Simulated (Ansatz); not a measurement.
Calculated with Ansatz (gas phase, PBE0-D4/def2-TZVP geometries, no zero-point term in ΔE). CCSD(T)/CBS is the MP2 limit (def2-TZVPP, def2-QZVPP) plus CCSD(T) − MP2 in def2-TZVPP, frozen cores. This one scheme is used for every species. Functionals use def2-TZVPP. Each species was taken in one conformer, which may not be the lowest.

`N[SiH2][SiH2]Cl` + H–F → `N[SiH2][SiH2]F` + HCl  (ligand exchange at the Si–Cl bond)

CCSD(T)/CBS gives -0.24 eV.

Question: Another level gave -0.24 eV. Which?
A. B2PLYP/def2-TZVPP
B. PBE0-D4/def2-TZVPP
C. CAM-B3LYP/def2-TZVPP
D. r2SCAN0-D4/def2-TZVPP

Answer: D. r2SCAN0-D4 -0.24, B2PLYP -0.33, PBE0-D4 -0.18, CAM-B3LYP -0.40 eV.

Largest T1 diagnostic among the species: 0.011.

Leaving LDA and LC-ωPBE aside and taking each functional with its dispersion term where it has one, the values, not all of them listed here, spread over 0.19 eV, from CAM-B3LYP-D4 to revPBE-D4. At CCSD(T), def2-SVP lies −0.04 eV from the extrapolated value and def2-TZVPP −0.05 eV.
